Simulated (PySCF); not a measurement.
**Fractional electron number in Ru+ (ruthenium, charge +1)**

The 4d beta orbital of [Kr] 4d7 is emptied in steps (occupation f), with all orbitals relaxed, ending at [Kr] 4d6. All numbers are calculated (PySCF 2.14, scalar relativity by spin-free X2C-1e, in x2c-TZVPall). The exact energy is a straight line in f; departures are measured from the line between the end points of the same method.

| f | CAM-B3LYP (eV) |
| --- | --- |
| 1 | 0.000 |
| 0.9 | -0.201 |
| 0.7 | -0.477 |
| 0.5 | -0.576 |
| 0.3 | -0.491 |
| 0.1 | -0.213 |
| 0 | 0.000 |

Q: For CAM-B3LYP, how does the orbital energy at f = 1 compare with the removal energy?

A: −ε = 14.736 eV against a total-energy difference of 16.955 eV. By Janak's theorem ε = ∂E/∂f, so the gap between them reflects the curvature. Along the path −ε is 15.149 (f = 0.9), 16.011 (f = 0.7), 16.914 (f = 0.5), 17.856 (f = 0.3), 18.835 (f = 0.1) eV.

Reference removal energy between the ground levels: 16.76 ± 0.06 eV (semi-empirical (NIST evaluation); NIST Atomic Spectra Database, ionization energies). The calculation has no spin-orbit coupling. The determinant left behind need not be the lowest term of the ion.
